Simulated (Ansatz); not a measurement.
Born–Oppenheimer molecular dynamics of C$_{3}$H$_{7}$FSSi (13 atoms, charge 0, multiplicity 1). It starts at the highest image of a converged band. Of that band: Neighbouring images differ by up to 2.7 eV, so the band resolves the path poorly. A vibrational analysis at the climbing image gives 2 clearly imaginary modes (1426i, 106i cm⁻¹): a point of higher order, so a lower path passes nearby.

Theory: Ansatz, RKS B3LYP-D4/def2-SVP.

* ensemble: NVE (velocity Verlet)
* time step: 0.5 fs
* steps asked: 120
* starting velocities drawn for: 300 K
* seed: 7731

First frame:

```xyz
13
Properties=species:S:1:pos:R:3
C -0.887 1.500 1.328
C 0.020 0.426 0.844
F 1.252 0.984 0.657
C -0.265 -0.863 0.516
Si -0.030 -1.260 -1.280
S 1.995 -1.486 -2.071
H -1.878 1.101 1.563
H -0.964 2.278 0.547
H -0.438 1.997 2.205
H 0.196 -1.686 1.083
H -0.621 -2.602 -1.530
H -0.730 -0.204 -2.068
H 2.371 -0.219 -1.779
```

(1) What does the run give?

(2) What happens to the structure?

(3) How do temperature and energy run in time?

## Answers

(1) All steps were run.

| Item | Value |
| --- | --- |
| steps done | 120 |
| time covered | 60 fs |
| mean temperature over the second half | 1027 K |
| spread of the potential energy over the second half | 28.1 meV per atom |
| mean potential energy of the second half above the start | -79.5 meV per atom |

The conserved energy stayed within 0.13 meV per atom of its start (net change 0.042 meV per atom), so the integration is sound. The kinetic energy rose, since the run started high on the potential surface and went downhill. A run of 0.06 ps of so small a system gives no equilibrium averages. The orbitals stay closed-shell, which can raise the energy where a bond breaks towards radicals; this wasn't checked here.

(2) The same pairs are bonded in the first frame and the last. Pairs count as bonded within 1.25 times the sum of covalent radii (0.12 Å more for H–H). The details hang on the random start.

(3) 
```json
{"time (fs)": "0", "T (K)": "300", "potential energy less start (eV)": "0.000", "conserved less start (meV/atom)": "0.00"}
{"time (fs)": "5", "T (K)": "215", "potential energy less start (eV)": "0.122", "conserved less start (meV/atom)": "0.06"}
{"time (fs)": "10", "T (K)": "276", "potential energy less start (eV)": "0.034", "conserved less start (meV/atom)": "0.06"}
{"time (fs)": "15", "T (K)": "472", "potential energy less start (eV)": "-0.244", "conserved less start (meV/atom)": "0.03"}
{"time (fs)": "20", "T (K)": "463", "potential energy less start (eV)": "-0.231", "conserved less start (meV/atom)": "0.06"}
{"time (fs)": "25", "T (K)": "384", "potential energy less start (eV)": "-0.118", "conserved less start (meV/atom)": "0.12"}
{"time (fs)": "30", "T (K)": "677", "potential energy less start (eV)": "-0.535", "conserved less start (meV/atom)": "0.05"}
{"time (fs)": "35", "T (K)": "765", "potential energy less start (eV)": "-0.660", "conserved less start (meV/atom)": "0.08"}
{"time (fs)": "40", "T (K)": "735", "potential energy less start (eV)": "-0.616", "conserved less start (meV/atom)": "0.10"}
{"time (fs)": "45", "T (K)": "1003", "potential energy less start (eV)": "-0.999", "conserved less start (meV/atom)": "0.05"}
{"time (fs)": "50", "T (K)": "1306", "potential energy less start (eV)": "-1.430", "conserved less start (meV/atom)": "0.04"}
{"time (fs)": "55", "T (K)": "1352", "potential energy less start (eV)": "-1.495", "conserved less start (meV/atom)": "0.04"}
{"time (fs)": "60", "T (K)": "1236", "potential energy less start (eV)": "-1.331", "conserved less start (meV/atom)": "0.04"}
```

Time of the run: 8.9 min on 2 threads of Arm Neoverse V2, on a shared host, peak memory 0.32 GiB.
